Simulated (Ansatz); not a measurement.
A short molecular-dynamics run on the cluster Li₅H₅.

```yaml
crystal:
  periodic: [false, false, false]
  atoms:
    - {symbol: Li, position_ang: [-1.556422, 0.423793, 0.271820]}
    - {symbol: Li, position_ang: [0.634618, -1.298674, -0.656485]}
    - {symbol: Li, position_ang: [0.684619, 1.233928, 0.831112]}
    - {symbol: Li, position_ang: [-0.120073, -0.899359, 1.787382]}
    - {symbol: Li, position_ang: [0.252775, 0.817167, -2.200740]}
    - {symbol: H, position_ang: [-0.353936, 1.463320, -0.700745]}
    - {symbol: H, position_ang: [-0.747783, 0.783681, 1.862935]}
    - {symbol: H, position_ang: [0.842393, -0.746006, -2.314314]}
    - {symbol: H, position_ang: [1.383919, -0.454746, 0.859410]}
    - {symbol: H, position_ang: [-1.020100, -1.323114, 0.259626]}
basis:
  gaussian: {orbitals: "6-31G*"}
hamiltonian: {xc: {name: r2SCAN}, dispersion: d3bj}
md: {timestep: 2 fs, n_steps: 15, ensemble: nvt_nose_hoover, temperature: 1000, initial_velocities: maxwell_boltzmann, seed: 59}
scf: {omitted_lower_state_checks: [starts]}
```

```sh
$ ansatz run in.yaml --threads 4 --pin off --events-out ev --progress --plain --max-ram 3916MiB
```

```json
{"step": "0", "time (fs)": "0.0", "potential energy (eV)": "-1104.9786", "kinetic (eV)": "1.0341", "T (K)": "1000", "conserved (eV)": "-1103.9445"}
{"step": "1", "time (fs)": "2.0", "potential energy (eV)": "-1104.8937", "kinetic (eV)": "0.9513", "T (K)": "920", "conserved (eV)": "-1103.9424"}
{"step": "2", "time (fs)": "4.0", "potential energy (eV)": "-1104.6882", "kinetic (eV)": "0.7524", "T (K)": "728", "conserved (eV)": "-1103.9358"}
{"step": "3", "time (fs)": "6.0", "potential energy (eV)": "-1104.4633", "kinetic (eV)": "0.5349", "T (K)": "517", "conserved (eV)": "-1103.9287"}
{"step": "4", "time (fs)": "8.0", "potential energy (eV)": "-1104.3244", "kinetic (eV)": "0.3982", "T (K)": "385", "conserved (eV)": "-1103.9268"}
{"step": "5", "time (fs)": "10.0", "potential energy (eV)": "-1104.3019", "kinetic (eV)": "0.3731", "T (K)": "361", "conserved (eV)": "-1103.9298"}
{"step": "6", "time (fs)": "12.0", "potential energy (eV)": "-1104.3527", "kinetic (eV)": "0.4216", "T (K)": "408", "conserved (eV)": "-1103.9327"}
{"step": "7", "time (fs)": "14.0", "potential energy (eV)": "-1104.4267", "kinetic (eV)": "0.4954", "T (K)": "479", "conserved (eV)": "-1103.9340"}
{"step": "8", "time (fs)": "16.0", "potential energy (eV)": "-1104.4964", "kinetic (eV)": "0.5659", "T (K)": "547", "conserved (eV)": "-1103.9345"}
{"step": "9", "time (fs)": "18.0", "potential energy (eV)": "-1104.5474", "kinetic (eV)": "0.6183", "T (K)": "598", "conserved (eV)": "-1103.9349"}
{"step": "10", "time (fs)": "20.0", "potential energy (eV)": "-1104.5692", "kinetic (eV)": "0.6416", "T (K)": "620", "conserved (eV)": "-1103.9355"}
{"step": "11", "time (fs)": "22.0", "potential energy (eV)": "-1104.5527", "kinetic (eV)": "0.6273", "T (K)": "607", "conserved (eV)": "-1103.9356"}
{"step": "12", "time (fs)": "24.0", "potential energy (eV)": "-1104.4969", "kinetic (eV)": "0.5747", "T (K)": "556", "conserved (eV)": "-1103.9348"}
{"step": "13", "time (fs)": "26.0", "potential energy (eV)": "-1104.4161", "kinetic (eV)": "0.4977", "T (K)": "481", "conserved (eV)": "-1103.9332"}
{"step": "14", "time (fs)": "28.0", "potential energy (eV)": "-1104.3351", "kinetic (eV)": "0.4200", "T (K)": "406", "conserved (eV)": "-1103.9321"}
{"step": "15", "time (fs)": "30.0", "potential energy (eV)": "-1104.2735", "kinetic (eV)": "0.3608", "T (K)": "349", "conserved (eV)": "-1103.9317"}
```

Velocities are drawn at the set temperature; a run this short doesn't reach equilibrium.

The 6-31G sets use Cartesian d functions.

Frames (Å, forces in eV/Å):

```xyz
10
time=0.0 fs
Li   -1.556    0.424    0.272   -0.100    0.000   -0.078
Li    0.635   -1.299   -0.656    0.008   -0.038    0.002
Li    0.685    1.234    0.831    0.095    0.071   -0.029
Li   -0.120   -0.899    1.787    0.007   -0.128    0.146
Li    0.253    0.817   -2.201   -0.024    0.099   -0.053
H    -0.354    1.463   -0.701   -0.051    0.160   -0.013
H    -0.748    0.784    1.863   -0.090    0.127    0.190
H     0.842   -0.746   -2.314    0.094   -0.142   -0.162
H     1.384   -0.455    0.859    0.150   -0.030    0.027
H    -1.020   -1.323    0.260   -0.090   -0.119   -0.031
10
time=2.0 fs
Li   -1.554    0.398    0.265   -0.144    0.070   -0.216
Li    0.629   -1.292   -0.650   -0.219   -0.142   -0.168
Li    0.704    1.254    0.859   -0.047   -0.081   -0.012
Li   -0.099   -0.884    1.789   -0.348   -0.227    0.085
Li    0.249    0.823   -2.219    0.035   -0.038   -0.018
H    -0.255    1.429   -0.669   -0.165    0.213   -0.075
H    -0.877    0.773    1.845    0.304    0.149    0.281
H     0.811   -0.776   -2.309    0.090   -0.033   -0.232
H     1.311   -0.528    0.792    0.360    0.255    0.307
H    -1.112   -1.330    0.233    0.134   -0.167    0.046
10
time=4.0 fs
Li   -1.552    0.373    0.258   -0.174    0.138   -0.322
Li    0.621   -1.285   -0.644   -0.434   -0.279   -0.445
Li    0.723    1.274    0.886   -0.131   -0.182   -0.017
Li   -0.081   -0.871    1.790   -0.651   -0.299    0.095
Li    0.245    0.829   -2.237    0.084   -0.158    0.030
H    -0.162    1.403   -0.640   -0.264    0.238   -0.165
H    -0.995    0.767    1.837    0.603    0.139    0.367
H     0.782   -0.807   -2.312    0.074    0.075   -0.267
H     1.252   -0.591    0.735    0.577    0.521    0.638
H    -1.198   -1.344    0.208    0.314   -0.194    0.086
10
time=6.0 fs
Li   -1.551    0.349    0.249   -0.177    0.201   -0.342
Li    0.612   -1.280   -0.641   -0.578   -0.384   -0.708
Li    0.742    1.292    0.914   -0.175   -0.232   -0.028
Li   -0.066   -0.858    1.792   -0.870   -0.352    0.147
Li    0.242    0.833   -2.255    0.126   -0.245    0.078
H    -0.079    1.386   -0.618   -0.344    0.238   -0.256
H    -1.089    0.768    1.844    0.784    0.105    0.372
H     0.757   -0.835   -2.326    0.053    0.162   -0.258
H     1.214   -0.634    0.704    0.732    0.692    0.892
H    -1.273   -1.365    0.186    0.448   -0.185    0.104
10
time=8.0 fs
Li   -1.551    0.325    0.237   -0.161    0.257   -0.268
Li    0.599   -1.278   -0.641   -0.594   -0.389   -0.788
Li    0.759    1.310    0.941   -0.201   -0.250   -0.046
Li   -0.055   -0.848    1.795   -1.009   -0.388    0.221
Li    0.239    0.837   -2.273    0.161   -0.294    0.112
H    -0.010    1.378   -0.605   -0.401    0.216   -0.308
H    -1.154    0.772    1.864    0.864    0.053    0.274
H     0.733   -0.857   -2.349    0.030    0.217   -0.209
H     1.205   -0.650    0.706    0.764    0.713    0.899
H    -1.330   -1.393    0.168    0.546   -0.136    0.114
10
time=10.0 fs
Li   -1.552    0.304    0.225   -0.136    0.305   -0.137
Li    0.583   -1.277   -0.646   -0.482   -0.298   -0.653
Li    0.776    1.326    0.968   -0.227   -0.256   -0.080
Li   -0.051   -0.840    1.800   -1.071   -0.405    0.289
Li    0.237    0.838   -2.290    0.188   -0.305    0.125
H     0.045    1.378   -0.604   -0.431    0.180   -0.298
H    -1.186    0.778    1.896    0.871   -0.007    0.107
H     0.711   -0.870   -2.381    0.009    0.236   -0.132
H     1.226   -0.640    0.743    0.664    0.606    0.653
H    -1.367   -1.426    0.155    0.616   -0.056    0.124
10
time=12.0 fs
Li   -1.553    0.283    0.211   -0.106    0.345    0.000
Li    0.564   -1.279   -0.655   -0.310   -0.175   -0.442
Li    0.791    1.340    0.994   -0.257   -0.262   -0.130
Li   -0.052   -0.834    1.805   -1.039   -0.401    0.319
Li    0.237    0.838   -2.306    0.206   -0.282    0.118
H     0.082    1.386   -0.615   -0.441    0.134   -0.225
H    -1.184    0.784    1.931    0.822   -0.060   -0.072
H     0.689   -0.875   -2.417   -0.009    0.219   -0.042
H     1.271   -0.606    0.805    0.472    0.442    0.334
H    -1.380   -1.461    0.146    0.662    0.040    0.139
10
time=14.0 fs
Li   -1.555    0.265    0.198   -0.067    0.378    0.110
Li    0.543   -1.281   -0.666   -0.141   -0.074   -0.283
Li    0.805    1.353    1.020   -0.287   -0.269   -0.184
Li   -0.059   -0.831    1.813   -0.892   -0.375    0.292
Li    0.237    0.837   -2.322    0.214   -0.229    0.101
H     0.103    1.398   -0.634   -0.436    0.083   -0.117
H    -1.150    0.787    1.964    0.722   -0.091   -0.223
H     0.666   -0.871   -2.455   -0.021    0.170    0.046
H     1.335   -0.555    0.880    0.233    0.274    0.098
H    -1.367   -1.495    0.143    0.675    0.133    0.160
10
time=16.0 fs
Li   -1.558    0.249    0.185   -0.011    0.407    0.184
Li    0.522   -1.283   -0.678    0.004   -0.012   -0.206
Li    0.817    1.365    1.045   -0.314   -0.275   -0.229
Li   -0.071   -0.829    1.822   -0.645   -0.338    0.225
Li    0.239    0.834   -2.337    0.210   -0.148    0.083
H     0.108    1.414   -0.658   -0.424    0.030   -0.005
H    -1.089    0.787    1.988    0.571   -0.088   -0.328
H     0.643   -0.861   -2.492   -0.026    0.092    0.120
H     1.408   -0.494    0.958   -0.006    0.119   -0.031
H    -1.329   -1.524    0.145    0.643    0.212    0.185
10
time=18.0 fs
Li   -1.561    0.235    0.173    0.063    0.433    0.226
Li    0.500   -1.286   -0.692    0.134    0.023   -0.191
Li    0.827    1.375    1.069   -0.333   -0.278   -0.260
Li   -0.087   -0.830    1.833   -0.344   -0.310    0.146
Li    0.242    0.830   -2.352    0.194   -0.044    0.078
H     0.096    1.431   -0.682   -0.406   -0.024    0.082
H    -1.007    0.784    1.999    0.366   -0.043   -0.377
H     0.619   -0.847   -2.524   -0.025   -0.006    0.173
H     1.480   -0.428    1.036   -0.200   -0.018   -0.093
H    -1.266   -1.545    0.155    0.551    0.268    0.217
10
time=20.0 fs
Li   -1.563    0.223    0.162    0.154    0.456    0.243
Li    0.480   -1.289   -0.707    0.269    0.043   -0.213
Li    0.836    1.384    1.091   -0.337   -0.277   -0.282
Li   -0.104   -0.832    1.844   -0.036   -0.306    0.074
Li    0.246    0.826   -2.366    0.170    0.070    0.091
H     0.068    1.447   -0.703   -0.381   -0.077    0.129
H    -0.909    0.779    1.997    0.113    0.042   -0.371
H     0.594   -0.834   -2.549   -0.020   -0.109    0.204
H     1.545   -0.362    1.110   -0.317   -0.135   -0.132
H    -1.182   -1.555    0.173    0.383    0.292    0.257
10
time=22.0 fs
Li   -1.565    0.214    0.153    0.255    0.478    0.245
Li    0.460   -1.291   -0.723    0.425    0.059   -0.258
Li    0.843    1.391    1.112   -0.315   -0.267   -0.305
Li   -0.122   -0.836    1.856    0.246   -0.320    0.023
Li    0.250    0.823   -2.380    0.137    0.178    0.124
H     0.026    1.460   -0.719   -0.344   -0.127    0.130
H    -0.808    0.776    1.980   -0.173    0.144   -0.313
H     0.568   -0.824   -2.567   -0.013   -0.199    0.214
H     1.598   -0.302    1.179   -0.356   -0.226   -0.163
H    -1.083   -1.555    0.201    0.139    0.280    0.303
10
time=24.0 fs
Li   -1.565    0.208    0.145    0.353    0.500    0.241
Li    0.443   -1.293   -0.741    0.587    0.070   -0.316
Li    0.848    1.396    1.131   -0.257   -0.243   -0.342
Li   -0.138   -0.841    1.868    0.478   -0.314    0.007
Li    0.256    0.820   -2.393    0.098    0.256    0.168
H    -0.030    1.468   -0.729   -0.293   -0.172    0.092
H    -0.713    0.778    1.951   -0.468    0.214   -0.210
H     0.541   -0.822   -2.576   -0.008   -0.251    0.206
H     1.638   -0.250    1.242   -0.335   -0.289   -0.188
H    -0.978   -1.543    0.241   -0.155    0.229    0.341
10
time=26.0 fs
Li   -1.563    0.204    0.138    0.435    0.519    0.243
Li    0.430   -1.294   -0.760    0.698    0.065   -0.349
Li    0.851    1.401    1.148   -0.159   -0.201   -0.395
Li   -0.152   -0.849    1.880    0.651   -0.236    0.044
Li    0.262    0.819   -2.405    0.053    0.283    0.216
H    -0.096    1.470   -0.737   -0.222   -0.207    0.024
H    -0.635    0.789    1.913   -0.744    0.203   -0.077
H     0.514   -0.830   -2.578   -0.004   -0.248    0.180
H     1.664   -0.209    1.298   -0.281   -0.323   -0.204
H    -0.880   -1.523    0.294   -0.428    0.145    0.319
10
time=28.0 fs
Li   -1.558    0.204    0.133    0.486    0.531    0.258
Li    0.420   -1.296   -0.782    0.703    0.033   -0.298
Li    0.854    1.404    1.163   -0.044   -0.154   -0.447
Li   -0.162   -0.858    1.892    0.778   -0.069    0.149
Li    0.269    0.820   -2.416    0.002    0.252    0.257
H    -0.172    1.463   -0.743   -0.131   -0.224   -0.062
H    -0.586    0.807    1.873   -0.965    0.108    0.062
H     0.487   -0.847   -2.572    0.003   -0.185    0.132
H     1.680   -0.181    1.346   -0.222   -0.327   -0.210
H    -0.797   -1.497    0.359   -0.610    0.034    0.158
10
time=30.0 fs
Li   -1.551    0.206    0.129    0.492    0.524    0.290
Li    0.414   -1.297   -0.805    0.600   -0.024   -0.127
Li    0.857    1.406    1.176    0.029   -0.131   -0.461
Li   -0.168   -0.867    1.905    0.869    0.160    0.322
Li    0.275    0.822   -2.426   -0.059    0.176    0.288
H    -0.253    1.448   -0.752   -0.019   -0.217   -0.154
H    -0.574    0.829    1.835   -1.067   -0.010    0.167
H     0.460   -0.872   -2.562    0.020   -0.077    0.055
H     1.688   -0.165    1.386   -0.177   -0.303   -0.206
H    -0.738   -1.470    0.431   -0.688   -0.098   -0.174
```

Run time 23 s (4 threads of Arm Neoverse V2 on a shared host).
